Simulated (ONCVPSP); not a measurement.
**What the settings do to the ONCV potential of cadmium (Cd)**

Base potential:

```
Element                 : Cd (Z = 48)
Generator               : ONCVPSP 4.0.1
Type                    : optimised norm-conserving Vanderbilt (ONCV)
Functional              : PBE
Relativity              : scalar-relativistic
Frozen core             : [Ar] 3d10
Valence charge          : 20
Reference configuration : 4s2 4p6 4d10 5s1 5p1
Partial waves           : 4s+5s: rc 1.65 bohr, ncon 3, nbas 6, qcut 5.6 1/bohr, 2 projectors; 4p+5p: rc 1.45 bohr, ncon 5, nbas 9, qcut 9.9 1/bohr, 2 projectors; 4d: rc 1.15 bohr, ncon 4, nbas 7, qcut 9.9 1/bohr, 2 projectors, debl 1.4 Ha
Local potential         : polynomial inside 0.85 bohr (lpopt 5, dvloc0 2 Ha)
Core correction         : Teter function, fcfact 3.75, rcfact 1.6
```

All-electron outer shells of the reference configuration (PBE, scalar-relativistic, ld1.x):

| shell | level (eV) | outermost node (bohr) | outermost maximum (bohr) |
| --- | --- | --- | --- |
| 3p | -603.21 | 0.14 | 0.32 |
| 3d | -395.57 | – | 0.27 |
| 4s | -107.90 | 0.43 | 0.79 |
| 4p | -68.96 | 0.43 | 0.84 |
| 4d | -13.66 | 0.42 | 0.98 |
| 5s | -6.93 | 1.06 | 2.29 |
| 5p | -2.08 | 1.19 | 3.17 |

Cutoffs, loose and tight: the cutoffs (Ha) at which the residual kinetic energy of the hardest occupied pseudo-wave falls to 1 and 0.1 mHa per electron. They do not see the model core or the augmentation charge, which bear on the density cutoff. Test errors are all-electron minus pseudo excitation energies from the reference, over the configurations 4s2 4p6 4d10 5s2 5p0; 4s2 4p6 4d10 5s1 5p0; 4s2 4p6 4d10 5s0 5p0; 4s2 4p6 4d10 5s0 5p2. A dash means not determined; rows that change the core or the reference have their own tests.

A true bound ghost makes a file unfit for plane-wave use even where its test errors are small: the radial tests pick states by their node count and pass the ghost by.

```tsv
change	outcome	cutoff, loose	cutoff, tight	bound ghosts	GHOST(+) flags above zero	largest test error (meV)
base	generated	38 Ha	45 Ha	none	s	-6.0
all radii but the core radius scaled by about 0.93 (s 1.54, p 1.34, d 1.08 bohr); local potential polynomial inside 0.80 bohr (lpopt 5, dvloc0 2 Ha)	generated	39 Ha	47 Ha	none	s	-5.8
local potential polynomial inside 0.85 bohr (lpopt 5, dvloc0 9.5 Ha)	generated	38 Ha	45 Ha	none	s	-6.1
local potential polynomial inside 0.75 bohr (lpopt 5, dvloc0 4 Ha)	generated	38 Ha	45 Ha	none	s	-6.0
core correction Teter function, fcfact 3.75, rcfact 1.28	generated	38 Ha	45 Ha	none	s	-5.7
```

(1) What comes out with this change to the base: d: rc 0.8; local potential polynomial inside 0.80 bohr (lpopt 5, dvloc0 2 Ha)?

(2) What comes out with this change to the base: s: qcut 5.7; p: qcut 10.1; d: qcut 10.1?

(3) What comes out with this change to the base: d: qcut 5.8?

## Answers

(1) outcome: generated; cutoff, loose: 249 Ha; cutoff, tight: 294 Ha; bound ghosts: d; GHOST(+) flags above zero: s, d; largest test error (meV): -5.7.

(2) outcome: generated; cutoff, loose: 38 Ha; cutoff, tight: 46 Ha; bound ghosts: none; GHOST(+) flags above zero: s; largest test error (meV): -6.0.

(3) outcome: generated; cutoff, loose: 117 Ha; cutoff, tight: 136 Ha; bound ghosts: d; GHOST(+) flags above zero: s; largest test error (meV): -6.5.
